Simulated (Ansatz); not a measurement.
## Molecular dynamics, step by step

AgSO$_{2}$ (charge +1), closed shell, PBE0-D4/def2-SVP (Ansatz 0.2.0). Settings (timestep in fs, temperature in K; T counts 6 degrees of freedom):

```yaml
hamiltonian: {xc: pbe0, dispersion: d4}
md: {n_steps: 40, timestep: 0.5, temperature: 1000, ensemble: nve, seed: 365, initial_velocities: maxwell_boltzmann}
```

Start:

Ag1  (-0.313, -0.442, -2.172)
O2  (-0.522, -0.704, 0.047)
S3  (0.003, 0.014, 1.203)
O4  (0.833, 1.132, 0.922)
(Å)

```tsv
step	time (fs)	potential energy less the start (meV)	kinetic energy (meV)	T (K)
0	0.00	0.0	258.5	1000
2	1.00	-3.1	261.7	1012
4	2.00	-3.6	262.1	1014
6	3.00	-1.3	259.8	1005
8	4.00	3.2	255.4	988
10	5.00	8.9	249.7	966
12	6.00	15.2	243.4	941
14	7.00	21.7	236.9	916
16	8.00	28.2	230.3	891
18	9.00	34.8	223.8	866
20	10.00	41.2	217.4	841
22	11.00	47.3	211.2	817
24	12.00	53.0	205.6	795
26	13.00	58.0	200.5	776
28	14.00	62.5	196.0	758
30	15.00	66.6	191.9	742
32	16.00	70.6	188.0	727
34	17.00	74.3	184.3	713
36	18.00	77.4	181.2	701
38	19.00	79.2	179.4	694
40	20.00	78.5	180.1	697
```

Step 8, positions (Å) and forces (eV/Å):

```
atom       x       y       z      Fx      Fy      Fz
 Ag1  -0.310  -0.438  -2.169  -0.009  -0.004   0.108
  O2  -0.533  -0.709   0.066  -0.834  -1.139  -1.611
  S3  -0.003   0.001   1.215   1.172   1.600   1.163
  O4   0.833   1.137   0.863  -0.329  -0.457   0.340
```

Step 30, positions (Å) and forces (eV/Å):

```tsv
atom	x	y	z	Fx	Fy	Fz
Ag1	-0.301	-0.427	-2.162	-0.026	-0.006	0.289
O2	-0.591	-0.762	0.077	0.439	0.460	1.617
S3	0.008	0.003	1.250	-0.214	-0.113	-2.827
O4	0.806	1.110	0.733	-0.199	-0.341	0.921
```

Step 38, positions (Å) and forces (eV/Å):

```
atom       x       y       z      Fx      Fy      Fz
 Ag1  -0.297  -0.423  -2.159  -0.049  -0.029   0.362
  O2  -0.609  -0.779   0.098   0.521   0.535   1.555
  S3   0.016   0.011   1.243  -1.424  -1.751  -2.102
  O4   0.787   1.086   0.703   0.953   1.245   0.185
```

Last step (40):

| atom | x (Å) | y (Å) | z (Å) |
| --- | --- | --- | --- |
| Ag1 | -0.2966 | -0.4220 | -2.1577 |
| O2 | -0.6128 | -0.7825 | 0.1057 |
| S3 | 0.0169 | 0.0112 | 1.2391 |
| O4 | 0.7829 | 1.0814 | 0.6958 |

Hardware: 4 CPU threads of an Arm Neoverse V1, shared host. Wall time about 41 s.
